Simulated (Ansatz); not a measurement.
A nudged elastic band was laid between two geometries of a periodic cell of 17 atoms, Ba16H (host Ba, host structure bcc, interstitial H).

Theory: Ansatz, DFT PBE, scalar-relativistic, plane waves, PAW. Settings: cutoff 420 eV, k mesh 2x2x2, gaussian smearing 0.1 eV, no spin polarisation.

* movable images: 3
* climbing image: yes
* spring: 50.0 eV/Å²
* optimiser: fire
* start path: default
* force threshold: 0.05 eV/Å
* iteration limit: 50
* end points: relaxed

Initial state:

```xyz
17
Lattice="10.0400 0.0000 0.0000 0.0000 10.0400 0.0000 0.0000 0.0000 10.0400" Properties=species:S:1:pos:R:3
Ba 0.068 0.007 0.038
Ba 4.951 0.007 0.038
Ba 0.193 5.027 -0.008
Ba -0.060 0.007 4.952
Ba 2.509 2.714 2.512
Ba 4.826 5.027 -0.008
Ba 5.079 0.007 4.952
Ba 7.529 2.585 2.470
Ba -0.073 5.027 5.133
Ba 2.509 7.341 2.513
Ba 2.509 2.445 7.415
Ba 5.091 5.027 5.133
Ba 7.529 7.468 2.470
Ba 7.529 2.456 7.595
Ba 2.509 7.608 7.414
Ba 7.529 7.597 7.595
H 2.509 5.027 1.250
```

Final state:

```xyz
17
Lattice="10.0400 0.0000 0.0000 0.0000 10.0400 0.0000 0.0000 0.0000 10.0400" Properties=species:S:1:pos:R:3
Ba 0.077 0.005 -0.068
Ba 4.974 0.005 0.077
Ba -0.124 5.025 -0.080
Ba 0.077 0.005 5.086
Ba 2.499 2.724 2.509
Ba 5.032 5.025 0.207
Ba 4.974 0.005 4.940
Ba 7.654 2.436 2.509
Ba -0.124 5.025 5.097
Ba 2.499 7.327 2.509
Ba 2.556 2.594 7.529
Ba 5.032 5.025 4.811
Ba 7.654 7.614 2.509
Ba 7.454 2.448 7.529
Ba 2.556 7.456 7.529
Ba 7.454 7.602 7.529
H 3.766 5.026 2.509
```

Question: Which bonds break or form, and what moves?

Answer: Contacts lost: Ba3–H17. Contacts made: Ba12–H17. The atom that moves furthest is H17, by 1.78 Å.

Question: What energy profile does the band end with?

Answer: The run converged. The highest image is number 2 of 0 to 4, 0.131 eV above the ends, which have the same energy within 2 meV. The order of the stationary point at the top wasn't checked. Limits of this set-up: coarse k mesh, odd electron count without spin.

```json
{"image": "0", "path coordinate (Å)": "0.00", "energy (eV)": "0.000", "Ba3–H17 (Å)": "2.64", "Ba12–H17 (Å)": "4.66"}
{"image": "1", "path coordinate (Å)": "0.58", "energy (eV)": "0.053", "Ba3–H17 (Å)": "2.81", "Ba12–H17 (Å)": "4.11"}
{"image": "2", "path coordinate (Å)": "1.16", "energy (eV)": "0.131", "Ba3–H17 (Å)": "3.41", "Ba12–H17 (Å)": "3.41"}
{"image": "3", "path coordinate (Å)": "1.74", "energy (eV)": "0.051", "Ba3–H17 (Å)": "4.13", "Ba12–H17 (Å)": "2.81"}
{"image": "4", "path coordinate (Å)": "2.33", "energy (eV)": "0.000", "Ba3–H17 (Å)": "4.67", "Ba12–H17 (Å)": "2.63"}
```

Question: What is the geometry of the highest image?

Answer: 
```xyz
17
Lattice="10.0400 0.0000 0.0000 0.0000 10.0400 0.0000 0.0000 0.0000 10.0400" Properties=species:S:1:pos:R:3
Ba 0.022 0.006 -0.095
Ba 5.035 0.006 -0.016
Ba 0.194 5.026 0.065
Ba -0.063 0.006 5.080
Ba 2.495 2.514 2.524
Ba 4.866 5.026 0.152
Ba 5.114 0.006 4.996
Ba 7.604 2.515 2.464
Ba -0.023 5.026 5.042
Ba 2.494 7.538 2.524
Ba 2.554 2.514 7.454
Ba 4.953 5.026 4.825
Ba 7.604 7.536 2.464
Ba 7.500 2.585 7.558
Ba 2.554 7.537 7.454
Ba 7.500 7.467 7.558
H 2.971 5.025 2.048
```

Time of the run: 7.1 min on 4 threads of Intel(R) Xeon(R) 6975P-C (Granite Rapids), with other jobs on the host, peak memory 4.4 GiB.
